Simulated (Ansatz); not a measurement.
`[NH2][Ge][SH]` and `[NH2][GeH]` differ in one atom or group.

Ansatz, PBE0-D4/def2-TZVP geometries, multiplicity 1. Each molecule was computed in one conformer, which needn't be the lowest.

Scalar relativity is left out up to krypton.

```tsv
property	`[NH2][Ge][SH]`
HOMO energy (ωB97M-V/def2-TZVPP) / eV	-9.00
zero-point energy (PBE0-D4/def2-TZVP) / kJ/mol	92.5
LUMO energy (ωB97M-V/def2-TZVPP) / eV	0.44
size of the dipole moment (B3LYP/def2-TZVPP) / D	1.53
LUMO energy (PBE/def2-TZVPP) / eV	-2.21
size of the dipole moment (ωB97M-V/def2-TZVPP) / D	1.57
```

Question: What does the change do to each property? (Estimate.)

Answer: Computed: 
| property | `[NH2][GeH]` | shift |
| --- | --- | --- |
| HOMO energy (ωB97M-V/def2-TZVPP) / eV | -8.70 | 0.30 |
| zero-point energy (PBE0-D4/def2-TZVP) / kJ/mol | 84.9 | -7.6 |
| LUMO energy (ωB97M-V/def2-TZVPP) / eV | 0.35 | -0.09 |
| size of the dipole moment (B3LYP/def2-TZVPP) / D | 1.49 | -0.04 |
| LUMO energy (PBE/def2-TZVPP) / eV | -2.42 | -0.21 |
| size of the dipole moment (ωB97M-V/def2-TZVPP) / D | 1.42 | -0.15 |

With PBE0 the HOMO rises by 0.39 eV and the LUMO falls by 0.15 eV, so the gap narrows by about 0.54 eV. PBE moves the HOMO by 0.43 eV and ωB97M-V by 0.30 eV. The zero-point energy changes by -7.6 kJ/mol with -3 modes. Dipoles are sizes alone; their direction can turn.

B3LYP here is the variant with VWN-RPA as its local correlation; programs differ in this.
